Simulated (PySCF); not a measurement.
# MnN(OH), broken-symmetry Ms = 3/2: structure and spectrum

All numbers come from PySCF, UPBE0, basis Mn def2-SVP, N def2-SVP, O def2-SVP, H def2-SVP (no relativity, density fitting).

The structure is a minimum.

```xyz
4
charge 0 multiplicity 4, angstrom
Mn    0.0878    0.0000    0.0959
N    -0.0899    0.0000    1.8553
O     0.3140    0.0000   -1.6593
H     0.5460    0.0000   -2.5848
```

- Point group: Cs
- Bond lengths: Mn–N 1.768 Å, Mn–O 1.770 Å, O–H 0.954 Å
- Bond angles: H–O–Mn 173.3°, N–Mn–O 178.4°
- Dipole moment: 2.60 D
- Rotational symmetry number: 1
- Zero-point energy: 34.7 kJ/mol
- Principal polarisabilities: 21.2, 21.2, 49.7 bohr³
- Atomisation energy without zero-point energy: 1015 kJ/mol
- Highest occupied level (α): -6.17 eV
- Rotational constants: 575, 0.1672, 0.1671 cm⁻¹
- Enthalpy at 298.15 K above 0 K: 15.67 kJ/mol
- Spin squared ⟨S²⟩: 5.186
- Lowest empty level (β): -2.08 eV
- Entropy at 298.15 K and 1 bar (electronic part: spin only): 287.4 J/(mol K)
- Principal quadrupole moments (Buckingham, traceless) about the centre of mass: -6.93, 3.37, 3.56 D Å
- Heat capacity Cp at 298.15 K: 64.9 J/(mol K)

Harmonic modes (masses in u: Mn 54.938, N 14.003, O 15.995, H 1.008):
| symmetry | ω (cm⁻¹) | IR (km/mol) | μ (u) |
| --- | --- | --- | --- |
| a' | 55 | 2.7 | 3.98 |
| a'' | 217 | 138 | 2.57 |
| a' | 233 | 149 | 1.40 |
| a' | 485 | 1.6 | 13.49 |
| a' | 770 | 148 | 10.96 |
| a' | 4041 | 196 | 1.07 |

Charges (e):
| atom | Mulliken | Löwdin | polar tensor | spin (Mulliken) | Mayer order to Mn1 |
| --- | --- | --- | --- | --- | --- |
| Mn1 | 0.84 | 0.57 | 1.07 | 4.70 | – |
| N2 | -0.40 | -0.29 | -0.41 | -1.75 | 1.37 |
| O3 | -0.62 | -0.35 | -0.99 | 0.05 | 0.91 |
| H4 | 0.18 | 0.07 | 0.33 | 0.00 | 0.02 |
Other Mayer orders above 0.3: O–H 0.97.

Mulliken populations on Mn1: s 6.58, p 12.38, d 5.20, f 0.00.

The determinant is spin-contaminated (⟨S²⟩ = 5.19, pure value 3.75). Other isomers or separated fragments may lie lower. Open d and f shells are described by one determinant, and the ground state may have another occupation or spin.

The final relaxation and frequency run took of the order of 12 core-minutes on a shared host.
